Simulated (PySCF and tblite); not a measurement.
Values are calculated unless marked as measured or tabulated.
System: C₇H₁₁N, numbered as in [CH:1]#[C:2][C@@H:3]1[CH2:4][NH:5][C@@H:6]([CH3:7])[CH2:8]1.

The path came from a restrained scan, a climbing-image band and a saddle search at GFN2-xTB; energies are B3LYP/pcSseg-1 + D3(BJ)//GFN2-xTB, thermal terms GFN2-xTB. Rate constants are transition-state-theory values, counting equivalent paths, without tunnelling. Run with tblite and PySCF.

Q: How high is the barrier to the pyramidal inversion at N5, through which structure does it pass, and what rate follows at 298 K?

A: The electronic barrier is 3.5 kcal/mol and ΔG‡(298 K) 2.1 kcal/mol, over a C1 saddle with an imaginary mode of 544i cm⁻¹ (GFN2-xTB). With 1 equivalent path, k is 1.8×10¹¹ s⁻¹, a mean lifetime of the start of 5.6 ps against this motion. The end lies 0.8 kcal/mol below the start in free energy.
